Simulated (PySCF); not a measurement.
isocyanic acid (CHNO), singlet, geometry from GFN2-xTB, with bond 4-1 at 2.0 times its length; R2SCAN/def2-SVP (PySCF).

The PySCF input:
```python
from pyscf import gto, scf, dft

mol = gto.M(
    atom='''
N    -1.09019945    0.19550444    0.26322046
C     0.04813358   -0.04939770    0.01378604
O     1.14545157   -0.10550804   -0.33882666
H    -2.55183629   -0.65166556    1.30748704
''',
    basis='def2-svp',
    verbose=4,
)

mf = dft.RKS(mol)
mf.xc = 'r2scan'
mf.init_guess = 'huckel'
mf.kernel()
mf.analyze()
```

Output, abridged:

```
PySCF version 2.14.0

[INPUT] verbose = 4
[INPUT] num. atoms = 4
[INPUT] num. electrons = 22
[INPUT] charge = 0
[INPUT] spin (= nelec alpha-beta = 2S) = 0
[INPUT] symmetry False subgroup None
[INPUT] Mole.unit = angstrom
[INPUT] Symbol           X                Y                Z      unit          X                Y                Z       unit  Magmom
[INPUT]  1 N     -1.090199450000   0.195504440000   0.263220460000 AA   -2.060178381651   0.369449847736   0.497414579782 Bohr   0.0
[INPUT]  2 C      0.048133580000  -0.049397700000   0.013786040000 AA    0.090959283595  -0.093348124183   0.026051839942 Bohr   0.0
[INPUT]  3 O      1.145451570000  -0.105508040000  -0.338826660000 AA    2.164589756253  -0.199381299540  -0.640289591101 Bohr   0.0
[INPUT]  4 H     -2.551836290000  -0.651665560000   1.307487040000 AA   -4.822271702826  -1.231469433211   2.470792417018 Bohr   0.0

nuclear repulsion = 57.3408262099456
number of shells = 21
number of NR pGTOs = 79
number of NR cGTOs = 47
basis = def2-svp
ecp = {}

******** <class 'pyscf.dft.rks.RKS'> ********
method = RKS
initial guess = huckel
damping factor = 0
level_shift factor = 0
DIIS = <class 'pyscf.scf.diis.CDIIS'>
diis_start_cycle = 1
diis_space = 8
diis_damp = 0
SCF conv_tol = 1e-09
SCF conv_tol_grad = None
SCF max_cycles = 50
direct_scf = True
direct_scf_tol = 1e-13
XC library pyscf.dft.libxc version 7.1.2
    S. Lehtola, C. Steigemann, M. J. T. Oliveira, and M. A. L. Marques,  SoftwareX 7, 1–5 (2018)
XC functionals = r2scan
    J. W. Furness, A. D. Kaplan, J. Ning, J. P. Perdew, and J. Sun,  J. Phys. Chem. Lett. 11, 8208–8215 (2020)
    J. W. Furness, A. D. Kaplan, J. Ning, J. P. Perdew, and J. Sun,  J. Phys. Chem. Lett. 11, 9248–9248 (2020)
    J. W. Furness, A. D. Kaplan, J. Ning, J. P. Perdew, and J. Sun,  J. Phys. Chem. Lett. 11, 8208–8215 (2020)
    J. W. Furness, A. D. Kaplan, J. Ning, J. P. Perdew, and J. Sun,  J. Phys. Chem. Lett. 11, 9248–9248 (2020)
radial grids:
    Treutler-Ahlrichs [JCP 102, 346 (1995); DOI:10.1063/1.469408] (M4) radial grids

becke partition: Becke, JCP 88, 2547 (1988); DOI:10.1063/1.454033
pruning grids: <function nwchem_prune>
grids dens level: 3
symmetrized grids: False
atomic radii adjust function: <function treutler_atomic_radii_adjust>
small_rho_cutoff = 0
Set gradient conv threshold to 3.16228e-05
Initial guess from on-the-fly Huckel, doi:10.1021/acs.jctc.8b01089.
Spherically averaged atomic HF for {'C', 'H', 'O', 'N'}

******** <class 'pyscf.scf.atom_hf.AtomSphAverageRHF'> ********
method = AtomSphAverageRHF
initial guess = minao
damping factor = 0
level_shift factor = 0
DIIS = <class 'pyscf.scf.diis.CDIIS'>
diis_start_cycle = 1
diis_space = 8
diis_damp = 0
SCF conv_tol = 1e-09
SCF conv_tol_grad = None
SCF max_cycles = 50
direct_scf = True
direct_scf_tol = 1e-13
atom = N
Set gradient conv threshold to 3.16228e-05
Initial guess from minao.
init E= -53.7218194317585
cycle= 1 E= -53.7658600043319  delta_E= -0.044  |g|=    0  |ddm|= 0.382
cycle= 2 E= -53.7704699611669  delta_E= -0.00461  |g|=    0  |ddm|= 0.182
cycle= 3 E= -53.7711324973449  delta_E= -0.000663  |g|=    0  |ddm|= 0.0399
cycle= 4 E= -53.771138385188  delta_E= -5.89e-06  |g|=    0  |ddm|= 0.00806
cycle= 5 E= -53.7711383852634  delta_E= -7.54e-11  |g|=    0  |ddm|= 3.27e-05
Extra cycle  E= -53.7711383852652  delta_E= -1.82e-12  |g|=    0  |ddm|= 4.02e-06
Atomic HF for atom  N  converged. SCF energy = -53.7711383852652

******** <class 'pyscf.scf.atom_hf.AtomSphAverageRHF'> ********
method = AtomSphAverageRHF
initial guess = minao
damping factor = 0
level_shift factor = 0
DIIS = <class 'pyscf.scf.diis.CDIIS'>
diis_start_cycle = 1
diis_space = 8
diis_damp = 0
SCF conv_tol = 1e-09
SCF conv_tol_grad = None
SCF max_cycles = 50
direct_scf = True
direct_scf_tol = 1e-13
atom = C
Set gradient conv threshold to 3.16228e-05
Initial guess from minao.
init E= -37.2333149440104
cycle= 1 E= -37.2800860473189  delta_E= -0.0468  |g|=    0  |ddm|= 0.442
cycle= 2 E= -37.2840519877499  delta_E= -0.00397  |g|=    0  |ddm|= 0.177
cycle= 3 E= -37.2844600537634  delta_E= -0.000408  |g|=    0  |ddm|= 0.0341
cycle= 4 E= -37.2844632102069  delta_E= -3.16e-06  |g|=    0  |ddm|= 0.00702
cycle= 5 E= -37.2844632104837  delta_E= -2.77e-10  |g|=    0  |ddm|= 4.49e-05
Extra cycle  E= -37.284463210485  delta_E= -1.39e-12  |g|=    0  |ddm|= 4.1e-06
Atomic HF for atom  C  converged. SCF energy = -37.284463210485

******** <class 'pyscf.scf.atom_hf.AtomSphAverageRHF'> ********
method = AtomSphAverageRHF
initial guess = minao
damping factor = 0
level_shift factor = 0
DIIS = <class 'pyscf.scf.diis.CDIIS'>
diis_start_cycle = 1
diis_space = 8
diis_damp = 0
SCF conv_tol = 1e-09
SCF conv_tol_grad = None
SCF max_cycles = 50
direct_scf = True
direct_scf_tol = 1e-13
atom = O
Set gradient conv threshold to 3.16228e-05
Initial guess from minao.
init E= -74.1788039093236
cycle= 1 E= -74.1948875786556  delta_E= -0.0161  |g|=    0  |ddm|= 0.106
cycle= 2 E= -74.1952027336708  delta_E= -0.000315  |g|=    0  |ddm|= 0.0459
cycle= 3 E= -74.1952618091125  delta_E= -5.91e-05  |g|=    0  |ddm|= 0.0112
cycle= 4 E= -74.1952623833981  delta_E= -5.74e-07  |g|=    0  |ddm|= 0.00215
cycle= 5 E= -74.1952623834021  delta_E= -3.99e-12  |g|=    0  |ddm|= 2.69e-06
Extra cycle  E= -74.1952623834021  delta_E=    0  |g|=    0  |ddm|= 5.97e-08
Atomic HF for atom  O  converged. SCF energy = -74.1952623834021

******** 1 electron system ********
Atomic HF for atom  H  converged. SCF energy = -0.499278405714347

  HOMO = -0.237286465585799  LUMO = -0.194600623589938  gap/eV = 1.16154
tot grids = 51912
init E= -166.255215366955
  HOMO = -0.520099504164811  LUMO = -0.3220326400475  gap/eV = 5.38967
cycle= 1 E= -162.390902266868  delta_E= 3.86  |g|= 4.94  |ddm|= 5.46
  HOMO = 0.328270554454802  LUMO = 0.338884144875216  gap/eV = 0.28881
cycle= 2 E= -151.336284641986  delta_E= 11.1  |g|= 5.97  |ddm|= 14.7
  HOMO = -0.217779140217078  LUMO = -0.198279304272563  gap/eV = 0.53062
cycle= 3 E= -165.580289975936  delta_E= -14.2  |g|= 3.04  |ddm|= 14.2
  HOMO = -0.309256342285837  LUMO = -0.103087175597443  gap/eV = 5.61015
cycle= 4 E= -166.360870337623  delta_E= -0.781  |g|= 2.68  |ddm|= 3.74
  HOMO = -0.260540492658232  LUMO = -0.168393708898606  gap/eV = 2.50744
cycle= 5 E= -168.200893618424  delta_E= -1.84  |g|= 0.552  |ddm|= 2.44
  HOMO = -0.157547184211109  LUMO = -0.15344916568434  gap/eV = 0.11151
cycle= 6 E= -167.707255598809  delta_E= 0.494  |g|= 0.99  |ddm|=  1.8
  HOMO = -0.252634657152494  LUMO = -0.198076602141033  gap/eV = 1.48460
cycle= 7 E= -168.287117247917  delta_E= -0.58  |g|= 0.139  |ddm|= 1.66
  HOMO = -0.262273504409037  LUMO = -0.219845884687803  gap/eV = 1.15451
cycle= 8 E= -168.291981058141  delta_E= -0.00486  |g|= 0.0791  |ddm|= 0.184
  HOMO = -0.26531757960651  LUMO = -0.216776064251093  gap/eV = 1.32088
cycle= 9 E= -168.291401652957  delta_E= 0.000579  |g|= 0.0752  |ddm|= 0.125
  HOMO = -0.265625318974201  LUMO = -0.218045584555937  gap/eV = 1.29471
cycle= 10 E= -168.292752147173  delta_E= -0.00135  |g|= 0.0395  |ddm|= 0.0409
  HOMO = -0.264782017665135  LUMO = -0.220168602721452  gap/eV = 1.21399
cycle= 11 E= -168.293549409077  delta_E= -0.000797  |g|= 0.0122  |ddm|= 0.0472
  HOMO = -0.264451765859421  LUMO = -0.220636721437141  gap/eV = 1.19227
cycle= 12 E= -168.293616003844  delta_E= -6.66e-05  |g|= 0.00065  |ddm|= 0.0163
  HOMO = -0.264476059179675  LUMO = -0.220677819079428  gap/eV = 1.19181
cycle= 13 E= -168.293616158862  delta_E= -1.55e-07  |g|= 0.000279  |ddm|= 0.000588
  HOMO = -0.26446052796095  LUMO = -0.220682508481546  gap/eV = 1.19126
cycle= 14 E= -168.2936161994  delta_E= -4.05e-08  |g|= 7.31e-05  |ddm|= 0.000377
  HOMO = -0.264461249329818  LUMO = -0.220685094145078  gap/eV = 1.19121
cycle= 15 E= -168.293616200809  delta_E= -1.41e-09  |g|= 7.22e-06  |ddm|= 7.74e-05
  HOMO = -0.264461276500648  LUMO = -0.220684308398472  gap/eV = 1.19123
cycle= 16 E= -168.293616200834  delta_E= -2.46e-11  |g|= 2.94e-06  |ddm|= 1.66e-05
  HOMO = -0.264460361007306  LUMO = -0.22068498379253  gap/eV = 1.19119
Extra cycle  E= -168.293616200684  delta_E= 1.5e-10  |g|= 1.76e-05  |ddm|= 3.07e-05
converged SCF energy = -168.293616200684
**** SCF Summaries ****
Total Energy =                        -168.293616200684369
Nuclear Repulsion Energy =              57.340826209945604
One-electron Energy =                 -342.354880448985455
Two-electron Energy =                  116.720438038355510
Two-electron Coulomb Energy =          137.707115307510861
DFT Exchange-Correlation Energy =      -20.986677269155351
HOMO-LUMO gap [eV] =                     1.191188687562406
**** MO energy ****
MO #1   energy= -19.0174672105455  occ= 2
MO #2   energy= -14.2109404392009  occ= 2
MO #3   energy= -10.1680790610377  occ= 2
MO #4   energy= -1.07150740335557  occ= 2
MO #5   energy= -0.880289744740917 occ= 2
MO #6   energy= -0.474845458920575 occ= 2
MO #7   energy= -0.43965922459635  occ= 2
MO #8   energy= -0.431979479683186 occ= 2
MO #9   energy= -0.398275868910959 occ= 2
MO #10  energy= -0.282741887869536 occ= 2
MO #11  energy= -0.264460361007306 occ= 2
MO #12  energy= -0.22068498379253  occ= 0
MO #13  energy= 0.035179746326067  occ= 0
MO #14  energy= 0.0647598089001988 occ= 0
MO #15  energy= 0.146833929152127  occ= 0
MO #16  energy= 0.38171716576178   occ= 0
MO #17  energy= 0.441345312422262  occ= 0
MO #18  energy= 0.473047137270929  occ= 0
MO #19  energy= 0.49691474539695   occ= 0
 ** Mulliken pop on meta-lowdin orthogonal AOs  **
 ** Mulliken pop  **
 ** Mulliken atomic charges  **
charge of    0N =     -0.34543
charge of    1C =      0.41607
charge of    2O =     -0.29137
charge of    3H =      0.22072
Dipole moment(X, Y, Z, Debye): -1.95968, -1.29234,  1.49763
```
